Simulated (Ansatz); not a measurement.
Reaction: BNH2 (iminoborane, SMILES N=B) → BNH2+ (parent SMILES B=N, doublet) + e-
Each species at its own B3LYP-D3(BJ)/def2-TZVP minimum (Ansatz, a quantum-chemistry and plane-wave program).

Total energies in hartree (Ansatz). Open shells are spin-unrestricted; no spin-orbit coupling. Correlated methods leave the cores frozen. No relativity. The spin of H2BN+ (parent SMILES B=N, doublet) was assumed, and the state is the lowest solution found for it.

```csv
species,HF/cc-pVTZ,CCSD(T)/cc-pVTZ,HF/cc-pVQZ,CCSD(T)/cc-pVQZ,CCSDT(Q)/cc-pVQZ
"1: BNH2 (iminoborane, SMILES B=N)",-80.32613,-80.65587,-80.33254,-80.68038,-80.68148
"2: BNH2+ (parent SMILES B=N, doublet)",-79.97937,-80.24566,-79.98490,-80.26648,-80.26764
```

Work out the adiabatic ionisation energy (electronic) in eV: take Hartree-Fock from cc-pVQZ, extrapolate the CCSD(T) correlation energy as X^-3 (X = 3, 4), and add CCSDT(Q) - CCSD(T) in cc-pVQZ. 1 hartree = 27.211 eV.


Species 1: correlation (64·(-0.34784) - 27·(-0.32974))/37 = -0.36105; step -0.00110; E1 = -80.33254 + (-0.36105) + (-0.00110) = -80.69469
Species 2: correlation (64·(-0.28158) - 27·(-0.26629))/37 = -0.29274; step -0.00116; E2 = -79.98490 + (-0.29274) + (-0.00116) = -80.27880
-1·E1 +1·E2 = 0.41589 hartree = 11.32 eV.
